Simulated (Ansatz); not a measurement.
Cartesian coordinates in Å:
```
C -0.013 -0.221 -1.473
O -0.668 0.544 -0.478
Sn -0.201 0.375 1.388
F -0.573 -1.434 1.874
Cl 2.086 0.557 1.602
H -0.388 0.116 -2.442
H -0.228 -1.290 -1.370
H 1.073 -0.077 -1.455
H -1.089 1.432 2.356
```

The species carries charge 0 and has multiplicity 1. Sn takes the def2 core potential.

List the PBE/def2-TZVPP orbital energies in eV (the Gaussian-basis code of Ansatz). (Best estimate.)

The calculation gave: Occupied: -2739.15, -659.15, -510.70, -270.27, -249.70, -190.41, -190.23, -190.23, -134.53, -90.52, -90.47, -90.42, -28.94, -27.40, -27.02, -26.90, -26.86, -26.32, -24.64, -20.29, -16.81, -13.48, -11.31, -11.06, -10.97, -10.02, -9.80, -9.16, -8.79, -8.12, -8.05, -7.44, -6.87. Lowest empty: -2.60, -1.03, -0.82, 0.58, 1.25, 1.77, 2.09, 2.42.
